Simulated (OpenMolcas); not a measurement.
Computed levels of 3d² in ions with 20 electrons, in cm-1 above ³F₂.

```
Program             : OpenMolcas 26.06
Method              : SS-CASPT2, IPEA 0.25 Eh, imaginary shift 0.1 Eh
Basis               : ANO-RCC-VTZP
Scalar Hamiltonian  : DKH2, point nucleus
Spin-orbit coupling : state interaction with AMFI integrals over the reference wave functions, term energies averaged over their components
```

Active space for each ion: 2 electrons in 5 orbitals (3d); closed shells correlated by CASPT2: 3s 3p.

```tsv
Level	Ti2+	V3+	Mn5+	Co7+
³F₃	195	328	758	1383
³F₄	447	750	1710	3080
¹D₂	8110	10920	15360	19700
³P₀	11110	13870	18560	22910
³P₁	11180	13980	18840	23420
³P₂	11320	14220	19440	24620
¹G₄	15070	19090	26100	33120
¹S₀	32440	43340	60960	76960
```

Estimate ³F₄, ¹D₂, ³P₀ for Cr4+ from its neighbours V3+ and Mn5+.

³F₄ is fine structure, which grows about as the fourth power of a screened charge, so the fourth roots are averaged: ((750^0.25 + 1710^0.25) / 2)^4 = 1157. The calculation gives 1157, so the estimate is off by 0 %; the measured value is 1142 (Sugar and Corliss, J. Phys. Chem. Ref. Data 6, 317 (1977)).
¹D₂ is another term, which grows about linearly with the charge: (10920 + 15360) / 2 = 13140. The calculation gives 12980, so the estimate is off by +1.2 %; the measured value is 13188 (Sugar and Corliss, J. Phys. Chem. Ref. Data 6, 317 (1977)).
³P₀ is another term, which grows about linearly with the charge: (13870 + 18560) / 2 = 16215. The calculation gives 16080, so the estimate is off by +0.8 %; the measured value is 15492 (Sugar and Corliss, J. Phys. Chem. Ref. Data 6, 317 (1977)).

Term energies are means over components that CASPT2 splits; among the terms shown or strongly mixed into the levels shown the widest spread is 860 cm-1 (3d² ¹G, Cr4+). Terms from blocks run as CI alone lack orbitals of their own. Measured partners are found by configuration, term and J. A level has none where our copy of the source lacks it or the pairing is in doubt (some pairs that miss far off the trend of their configuration count as doubtful), and it then counts in no deviation. Only configurations of the active space appear.
